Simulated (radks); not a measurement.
Q: Ru+, configuration [Kr] 4d4.75 5p2.25 (fractional occupations, a model configuration). Method: scalar-relativistic Kohn-Sham, r2SCAN, spin-unpolarised, spherical densities, finite nucleus; meta-GGA in the generalised Kohn-Sham scheme; Fermi nuclear charge, rms radius 4.4809 fm; computed with a radial shooting solver on a logarithmic mesh with Libxc functionals. Some entries of the table are withheld. Estimate them.

orbital  occ.  eigenvalue (hartree)  <r> (bohr)
1s          2             -808.6107         (1)
2s          2                   (2)      0.1456
2p          6             -105.1145      0.1270
3s          2                   (3)      0.4017
3p          6                   (4)      0.4023
3d         10             -10.89700      0.3841
4s          2                   (5)       1.012
4p          6              -2.45731       1.109
4d       4.75              -0.81365         (6)
5p       2.25              -0.34446       3.404

A: 
(1) 1s <r> (bohr): 0.03344
(2) 2s eigenvalue (hartree): -117.3884
(3) 3s eigenvalue (hartree): -21.49670
(4) 3p eigenvalue (hartree): -17.42647
(5) 4s eigenvalue (hartree): -3.60406
(6) 4d <r> (bohr): 1.460
